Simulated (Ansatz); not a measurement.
Spectroscopic constants of ReS, multiplicity 6 (lowest of 2S+1 = 2, 4, 6, 8 at CCSD(T)/def2-TZVPP on PBE0 minima; our sources give no spin for the ground state, which may be another). No spin–orbit coupling.

Constants: fifth-degree fit in 1/R to seven points, most abundant isotopes. Runs in def2 and cc sets follow the lowest solution found near the PBE0 minimum.

Run with Ansatz (Gaussian basis) for Hartree–Fock, density functionals and correlated methods. Each number belongs to the level named beside it. In def2 rows elements past Kr take small-core potentials, without spin–orbit coupling.

### Question
What bond length and harmonic frequency does SVWN5/def2-TZVPP give?

### Answer
r_e = 2.113 Å, ω_e = 520 cm⁻¹.

### Question
What bond length and harmonic frequency does PBE0/def2-TZVPP give?

### Answer
r_e = 2.123 Å, ω_e = 519 cm⁻¹.

### Question
What bond length and harmonic frequency does wB97M-V/def2-TZVPP give?

### Answer
r_e = 2.121 Å, ω_e = 524 cm⁻¹.

Ansatz is a first-principles code.
